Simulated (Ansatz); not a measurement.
C₃H₈NO, charge +2, doublet, at a GFN2-xTB geometry of the parent state (a state made from the parent by changing its charge; the spin is typed, not shown lowest); Ansatz (an electronic-structure program) with CAM-B3LYP/STO-3G.

The Ansatz input:
Ansatz 0.2 input:
```yaml
crystal:
  periodic: [false, false, false]
  atoms:
    - {symbol: C, position_ang: [-0.45593140, 1.59021438, -0.29242627]}
    - {symbol: N, position_ang: [-0.24511535, 0.31638852, 0.42927954]}
    - {symbol: C, position_ang: [-1.30259318, -0.67131569, 0.13767971]}
    - {symbol: C, position_ang: [1.13289152, -0.23058456, 0.08481430]}
    - {symbol: O, position_ang: [1.25585418, -1.29125638, -0.38702019]}
    - {symbol: H, position_ang: [-0.43899696, 1.40769852, -1.36618882]}
    - {symbol: H, position_ang: [0.32074346, 2.31103449, -0.04154625]}
    - {symbol: H, position_ang: [-1.42310679, 2.01353076, -0.02598417]}
    - {symbol: H, position_ang: [-0.24897950, 0.51546674, 1.43885552]}
    - {symbol: H, position_ang: [-1.31223610, -0.89196743, -0.92867246]}
    - {symbol: H, position_ang: [-1.11147160, -1.59697448, 0.67834891]}
    - {symbol: H, position_ang: [-2.27288452, -0.27783238, 0.43159418]}
    - {symbol: H, position_ang: [1.90970456, 0.50449036, 0.32439139]}
basis:
  gaussian:
    orbitals: STO-3G
hamiltonian:
  xc: cam_b3lyp
total_charge: 2
magnetization: {spin_polarized: true, initial_magnetization: 1}
```

### Question
What does Ansatz print? Leave out banner, timings and long lists.

### Answer

```
Functional definition: CAM-B3LYP
470 factors; integrals over basis functions are off by at most 5.7e-5 eV
182 factors; integrals over basis functions are off by at most 2.7e-6 eV
mean field evaluation 1: about -6663.1914 eV, gradient 2.1e1 eV
mean field evaluation 2: about -6660.8205 eV, gradient 3.3e1 eV
mean field evaluation 4: about -6665.9665 eV, gradient 2.0e0 eV
mean field evaluation 8: about -6665.9513 eV, gradient 7.5e-2 eV
mean field evaluation 16: about -6665.9515 eV, gradient 2.6e-4 eV
mean field -6665.95151382 eV, -244.9691997885 hartree, gradient 1.5e-5 eV, S^2 0.762091; 0 other end points of the search recorded, 0 dependent functions left out
reference -6665.95161363 eV, -244.9692034567 hartree; 20, 19 occupied and 13, 14 virtual orbitals, 470 factors
Total energy: -6665.95161363 eV, -244.9692034567 hartree
```
